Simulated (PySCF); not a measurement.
Simulated Si 2p region for (Me)3Si-NH-SiH3, C3H13NSi2, binding energy against the vacuum level.

Every computed line was given a Gaussian of 1.0 eV full width at half maximum and an area set by the number of equivalent atoms (split 2:1 within a doublet); the highest printed point is 100. The calculation used delta-SCF UKS SCAN, pcX-2 on the ionised atom, pcseg-1 elsewhere, spin-free X2C (PySCF).

(binding energy (eV), intensity): (104.7, 0), (104.8, 0), (104.9, 1), (105.0, 1), (105.1, 2), (105.2, 4), (105.3, 6), (105.4, 10), (105.5, 15), (105.6, 22), (105.7, 30), (105.8, 39), (105.9, 49), (106.0, 59), (106.1, 68), (106.2, 77), (106.3, 85), (106.4, 91), (106.5, 96), (106.6, 99), (106.7, 100), (106.8, 98), (106.9, 94), (107.0, 88), (107.1, 80), (107.2, 71), (107.3, 62), (107.4, 52), (107.5, 44), (107.6, 35), (107.7, 28), (107.8, 21), (107.9, 16), (108.0, 11), (108.1, 8), (108.2, 5), (108.3, 3), (108.4, 2), (108.5, 1), (108.6, 1), (108.7, 0), (108.8, 0), (108.9, 0)

**Question.** Count the maxima, the lines and the sites behind this envelope.

**Answer.** The curve has 1 maximum (at 106.7 eV). Under it lie 4 lines from 2 inequivalent silicon sites, each drawn as a 2p3/2, 2p1/2 pair. At this width some lines have no maximum of their own.

**Question.** Decompose the envelope and assign each component. Bonds: Si1–C2, Si1–C3, Si1–C4, Si1–N5, N5–Si6. Hydrogens: H7, H8, H9 on C2; H10, H11, H12 on C3; H13, H14, H15 on C4; H16 on N5; H17, H18, H19 on Si6.

**Answer.** 
```tsv
position (eV)	relative area	line	atoms	environment
106.16	0.67	Si 2p3/2	Si1	silicon bonded to 3 C and N
106.79	0.33	Si 2p1/2	Si1	silicon bonded to 3 C and N
106.80	0.67	Si 2p3/2	Si6	silicon bonded to N and 3 H
107.43	0.33	Si 2p1/2	Si6	silicon bonded to N and 3 H
```

The listed Si 2p3/2 values span 0.64 eV, from Si1 (bonded to N and 3 C) to Si6 (bonded to N and 3 H).

The curve has no shake-up lines and no vibrational structure. For 2p shells one spin-free hole was relaxed; a mean-field spin–orbit operator and the ground-state splitting of the three 2p orbitals were then diagonalised within the shell. The shell's mean is (2 × 2p3/2 + 2p1/2)/3, and the degeneracies 2j + 1 give areas of 2:1. 2p1/2 minus 2p3/2 (ligand field included): Si 0.62 eV. Isolated species at its PBE0-D3(BJ)/def2-SVP geometry, gas phase.

The run took 2.1 min wall on an AMD EPYC with one thread, no GPU, shared host, and the process peaked at 0.70 GiB of memory.
